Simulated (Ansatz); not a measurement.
Relaxation of F5H3PTa (10 atoms, charge 0, multiplicity 1), to a largest force component of 0.03 eV/Å in at most 50 steps.

Computed with RKS PBE/def2-SVP in Ansatz 0.2.0.

```xyz
10
Properties=species:S:1:pos:R:3
Ta -0.069 0.102 0.014
F 1.729 0.574 0.467
F -0.424 0.235 1.868
F 0.670 -0.773 -1.490
F -0.863 1.626 -0.690
F -1.414 -1.222 -0.021
P 1.822 -2.780 1.410
H 0.387 -2.649 1.475
H 1.814 -3.007 -0.011
H 2.043 -1.375 1.263
```

Task: Where does it end, and by what steps?

Result: It converged. After 9 steps the energy has fallen by 0.056 eV; H10 moved furthest, 0.38 Å.

```csv
step,energy less start (eV),largest force component (eV/Å),accepted
0,0.0000,0.506,yes
1,-0.0367,0.240,yes
2,-0.0454,0.042,yes
3,-0.0505,0.071,yes
4,-0.0471,0.378,no
5,-0.0529,0.041,yes
6,-0.0543,0.060,yes
7,-0.0550,0.074,yes
8,-0.0555,0.041,yes
9,-0.0557,0.010,yes
```

```xyz
10
Properties=species:S:1:pos:R:3
Ta -0.077 0.141 -0.018
F 1.671 0.781 0.314
F -0.328 0.231 1.850
F 0.677 -0.798 -1.473
F -0.951 1.615 -0.740
F -1.409 -1.202 -0.004
P 1.787 -2.947 1.378
H 0.373 -2.682 1.468
H 1.799 -2.841 -0.058
H 2.155 -1.566 1.565
```

Whether the end is a true minimum wasn't checked by a vibrational analysis.

The run took 22 s on 4 threads of Arm Neoverse V1, with other jobs on the host, peak memory 0.2 GiB.
